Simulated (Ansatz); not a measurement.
Input file for Ansatz (a quantum-chemistry and plane-wave program): U-CCSD(T)/cc-pV(T+d)Z on Al2, 2S+1 = 3, a point of a bond scan (R = 4.133 Å). Files ending in .json are basis or fitting sets from the Basis Set Exchange.

Ansatz 0.2 input:
```yaml
crystal:
  periodic: [false, false, false]
  atoms:
    - {symbol: Al, position_ang: [-0.00000000, -0.00000000, -1.37770259]}
    - {symbol: Al, position_ang: [0.00000000, 0.00000000, 2.75540518]}
basis:
  gaussian:
    orbitals: cc-pV_T+d_Z.json
magnetization: {spin_polarized: true, initial_magnetization: 2}
correlation: {method: ccsd_t, electrons: outside_noble_gas}
scf: {omitted_lower_state_checks: [cluster_reference]}
```

The log:

```
WARN ansatz: RAYON_NUM_THREADS=1 ignored (pool sized by the plan → 1); use --threads N
Functional definition: HF
these checks for a lower state are left out or cut short: cluster_reference
integrals: 0.08 GiB planned
480 factors; integrals over basis functions are off by at most 1.1e-3 eV
mean field: 0.16 GiB planned
mean field evaluation 1: about -13163.0742 eV, gradient 3.1e0 eV
mean field evaluation 2: about -13163.0836 eV, gradient 3.1e0 eV
mean field evaluation 4: about -13163.3678 eV, gradient 3.4e-1 eV
mean field evaluation 8: about -13163.3723 eV, gradient 1.1e-3 eV
mean field evaluation 16: about -13163.3724 eV, gradient 4.1e-3 eV
mean field evaluation 32: about -13163.4963 eV, gradient 8.0e-1 eV
mean field evaluation 64: about -13163.0742 eV, gradient 3.1e0 eV
mean field evaluation 96: about -13163.6489 eV, gradient 9.8e-3 eV
mean field evaluation 128: about -13163.6292 eV, gradient 1.1e0 eV
mean field evaluation 160: about -13162.1774 eV, gradient 6.6e0 eV
mean field evaluation 192: about -13163.8582 eV, gradient 3.9e-1 eV
mean field evaluation 224: about -13163.3332 eV, gradient 5.3e-1 eV
mean field evaluation 256: about -13163.8365 eV, gradient 5.4e-1 eV
mean field evaluation 288: about -13161.8180 eV, gradient 6.5e0 eV
mean field evaluation 320: about -13163.8628 eV, gradient 6.9e-2 eV
mean field evaluation 352: about -13163.8610 eV, gradient 1.6e-1 eV
mean field evaluation 384: about -13163.7322 eV, gradient 1.6e-6 eV
mean field evaluation 416: about -13163.6489 eV, gradient 3.6e-5 eV
mean field -13163.86607531 eV, -483.7631554789 hartree, gradient 4.6e-6 eV, S^2 2.040413; 22 other end points of the search recorded, 0 dependent functions left out
10 core orbitals not correlated
reference -13163.86607531 eV, -483.7631554789 hartree; 4, 2 occupied and 64, 66 virtual orbitals, 480 factors
second order -2.05983720 eV of doubles, -0.00000000 eV of singles
coupled cluster: 0.19 GiB planned
cycle   1  -2.55631961 eV  change   -5.0e-1 eV  update   8.7e-2
cycle   2  -2.84930683 eV  change   -2.9e-1 eV  update   4.1e-2
cycle   3  -2.87346742 eV  change   -2.4e-2 eV  update   1.5e-2
cycle   4  -2.88171844 eV  change   -8.3e-3 eV  update   9.5e-3
cycle   5  -2.88672772 eV  change   -5.0e-3 eV  update   7.6e-3
cycle   6  -2.88715121 eV  change   -4.2e-4 eV  update   4.7e-3
cycle   7  -2.88827059 eV  change   -1.1e-3 eV  update   1.7e-3
cycle   8  -2.88922632 eV  change   -9.6e-4 eV  update   8.1e-4
cycle   9  -2.88867808 eV  change    5.5e-4 eV  update   3.7e-4
cycle  10  -2.88876954 eV  change   -9.1e-5 eV  update   1.9e-4
cycle  11  -2.88880080 eV  change   -3.1e-5 eV  update   9.2e-5
cycle  12  -2.88884575 eV  change   -4.5e-5 eV  update   4.0e-5
cycle  13  -2.88882322 eV  change    2.3e-5 eV  update   1.7e-5
cycle  14  -2.88880944 eV  change    1.4e-5 eV  update   5.8e-6
cycle  15  -2.88880815 eV  change    1.3e-6 eV  update   2.5e-6
perturbative correction -0.10316327 eV, -0.0037911804 hartree
Total energy: -13166.85804674 eV, -483.8731084008 hartree
Checks for a lower state left out: cluster_reference
```

The calculation finished and met its thresholds.

Cost: about 17 core-seconds (a rough figure).
